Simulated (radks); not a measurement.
The mean radii <r> (bohr) of the occupied orbitals of an atom or ion are listed with their occupations. All-electron calculation, scalar-relativistic Kohn-Sham, revPBE, spin-polarised, spherical densities, finite nucleus; Fermi nuclear charge, rms radius of each element as measured or else 0.836 A^(1/3) + 0.57 fm. Program: a radial shooting solver on a logarithmic mesh with Libxc functionals.

| orbital | occ. | <r> |
|---|---|---|
| 1s up | 1 | 0.04029 |
| 1s down | 1 | 0.04029 |
| 2s up | 1 | 0.1778 |
| 2s down | 1 | 0.1778 |
| 2p up | 3 | 0.1551 |
| 2p down | 3 | 0.1551 |
| 3s up | 1 | 0.5102 |
| 3s down | 1 | 0.5101 |
| 3p up | 3 | 0.5183 |
| 3p down | 3 | 0.5181 |
| 3d up | 5 | 0.5243 |
| 3d down | 5 | 0.5230 |
| 4s up | 1 | 1.391 |
| 4s down | 1 | 1.392 |
| 4p up | 3 | 1.567 |
| 4p down | 1 | 1.579 |

Name the element and its charge. Open shells, if any, are filled with parallel spins first.

Answer. Z = 37, rubidium, charge +3: Rb3+ in [Ar] 3d10 4s2 4p4. The 1s radius gives Z: for a bare nucleus <r> = (2 gamma + 1)/(2Z) with gamma = sqrt(1 - (Z/c)^2), 0.03954 bohr for Z = 37, and screening makes it slightly larger (0.04029 here). The occupations add up to 34, and the charge is Z minus that.
